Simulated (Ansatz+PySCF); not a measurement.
Values are calculated unless marked as measured or tabulated.
## Ansatz (development build ahead of 0.2.0) run

```yaml
crystal:
  periodic: [false, false, false]
  atoms:
    - { symbol: Be, position_ang: [0.0, 0.0, 0.0] }
    - { symbol: "N", position_ang: [0.92262, 1.23016, 2.66337] }
basis:
  gaussian: { orbitals: STO-3G }
magnetization:
  initial_magnetization: 1
hamiltonian:
  xc: hf
correlation:
  method: fci
  frozen_orbitals: { Be: 0, "N": 1 }
```

The input is written out in the form of the current development build from the run's settings.

The run gave:

| Quantity | Value |
| --- | --- |
| Converged | yes |
| Total energy | -68.01441 hartree |
| State | lowest doublet root, of any spatial symmetry |

Caution: another spin multiplicity may lie lower.
